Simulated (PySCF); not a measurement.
Estimate the missing entries of this data sheet.

Species: C₇H₁₀O.
Numbering: `[O:1]=[C:2]1[CH2:3][CH:4]([CH:5]2[CH2:6][CH2:7]2)[CH2:8]1` (hydrogens: H9, H10 on C3; H11 on C4; H12 on C5; H13, H14 on C6; H15, H16 on C7; H17, H18 on C8)

Structure used (GFN2-xTB), in Å, numbered top down from 1:
```xyz
18
C7H10O angstrom
O      3.5823    0.1875    0.5553
C      2.4245    0.1554    0.2566
C      1.5056   -0.9308   -0.2569
C      0.3776    0.1217   -0.3727
C     -0.8598   -0.1666    0.4315
C     -2.1355    0.5620    0.1292
C     -2.0094   -0.8936   -0.2008
C      1.3230    1.1917    0.2229
H      1.3189   -1.7154    0.4749
H      1.8298   -1.3983   -1.1845
H      0.1044    0.3325   -1.4078
H     -0.6580   -0.3856    1.4739
H     -2.7698    0.8536    0.9518
H     -2.1338    1.2680   -0.6871
H     -2.5572   -1.6084    0.3935
H     -1.9230   -1.1707   -1.2405
H      1.0387    1.5470    1.2125
H      1.5330    2.0565   -0.4035
```

| property | level | value |
| --- | --- | --- |
| point group of the GFN2-xTB geometry | GFN2-xTB | ? |
| rotational constants A, B, C of the GFN2-xTB geometry | GFN2-xTB | ? |
| dipole moment | CAM-B3LYP/def2-SVPD | ? |
| HOMO energy | CAM-B3LYP/def2-SVPD | -8.59 eV |
| LUMO energy | CAM-B3LYP/def2-SVPD | 0.45 eV |
| lowest singlet excitation | TDDFT CAM-B3LYP/def2-SVPD | ? |
| strongest line among the 8 lowest singlet transitions | TDDFT CAM-B3LYP/def2-SVPD | ? |
| lowest triplet excitation (Tamm–Dancoff) | TDA CAM-B3LYP/def2-SVPD | 3.73 eV |
| static isotropic polarisability | CAM-B3LYP/def2-SVPD | 79.5 au |
| electronic spatial extent ⟨r²⟩ about the centre of nuclear charge | CAM-B3LYP/def2-SVPD | ? |

Electronic properties: PySCF, gas phase, density fitting.

(1) The point group of the GFN2-xTB geometry?

(2) The rotational constants A, B, C of the GFN2-xTB geometry?

(3) Give the strongest line among the 8 lowest singlet transitions.

(4) What is the electronic spatial extent ⟨r²⟩ about the centre of nuclear charge?

(5) What is the dipole moment?

(6) What is the lowest singlet excitation?

Answers

(1) Cs.

(2) 6.485, 1.106, 1.010 GHz.

(3) S3 at 7.06 eV (176 nm, f = 0.031).

(4) 1161 bohr².

(5) 3.43 D.

(6) 4.26 eV (291 nm, f = 0.000).

The vertical singlet–triplet gap S1 − T1 is 0.53 eV (TDDFT singlet less Tamm–Dancoff triplet; S1: HOMO→LUMO, weight 0.91; T1: HOMO→LUMO, weight 0.90). A dipole of 3.43 D is allowed in Cs, and pure rotational transitions are dipole-allowed. With B = h/(8π²I), that is 505.379 GHz u Å² over I, the principal moments of inertia are 77.9, 457.0 and 500.2 u Å² (most abundant isotopes); the inertial defect Ic − Ia − Ib is -34.7 u Å² (zero for a rigid planar frame, negative otherwise).

One conformer stands for the species.
